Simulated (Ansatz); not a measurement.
`[F][In]([SH])[Br]`. The species carries charge 0 and has multiplicity 1. In: def2 effective core potential. All single points use the PBE0-D4/def2-TZVP geometry. It is one conformer, not always the lowest.

```xyz
5

F     0.841   -1.975   -1.190
In    0.066   -0.555   -0.128
S     0.657    1.659   -0.653
Br   -1.449   -1.282    1.639
H    -0.115    2.153    0.332
```

What is the dipole moment at ωB97M-V/def2-TZVPP? (An estimate is asked.)

Ansatz gave: 2.39 D, with components (-0.52, 2.19, 0.83) D in this frame, pointing from negative to positive charge.

And with PBE, r2SCAN, B3LYP? (An estimate is asked.)

The calculation gave: PBE 2.35 D, r2SCAN 2.40 D, B3LYP 2.47 D.

Give the Mulliken charges with ωB97M-V, r2SCAN, B3LYP in def2-TZVPP. (An estimate is asked.)

Ansatz gave: 
| atom | ωB97M-V | r2SCAN | B3LYP |
| --- | --- | --- | --- |
| F1 | -0.46 | -0.46 | -0.46 |
| In2 | 0.90 | 0.94 | 0.94 |
| S3 | -0.29 | -0.31 | -0.30 |
| Br4 | -0.29 | -0.31 | -0.31 |
| H5 | 0.14 | 0.13 | 0.13 |

B3LYP here is the variant with VWN-RPA as its local correlation; programs differ in this.
